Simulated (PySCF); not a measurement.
**Relaxation of quartet YO2**

These are results of UPBE0 in PySCF with Y def2-TZVP with ECP28, O def2-TZVP; scalar-relativistic core potentials, no spin–orbit coupling; density-fitted integrals, not measurements. A (50,194) grid was used.

A hand-made end-on start, of Cs symmetry, held to at least that symmetry:

```xyz
3
charge 0 multiplicity 4, angstrom
Y    -0.1658    0.0000   -0.7112
O    -0.1658    0.0000    1.6166
O     1.0871    0.0000    2.3366
```

Optimiser trace:
```tsv
step	E − E(last) (kJ/mol)	largest gradient (Eh/bohr)
0	130.12	0.06844
1	88.39	0.03691
2	75.60	0.02101
3	67.46	0.02993
4	58.83	0.02533
5	47.03	0.03747
6	36.72	0.05649
7	22.16	0.04904
8	7.41	0.02518
9	4.58	0.02018
10	2.10	0.02344
11	0.26	0.00346
12	0.01	0.00108
13	0.00	0.00028
14	0.00	0.00001
```

It ends at C2v with O–O 1.310 Å, Y–O 2.213 Å (×2); O–O–Y 72.8° (×2), O–Y–O 34.4° (after a last refinement on a finer grid). A frequency run shows a minimum.

Open d and f shells are described by one determinant, and the ground state may have another occupation or spin.
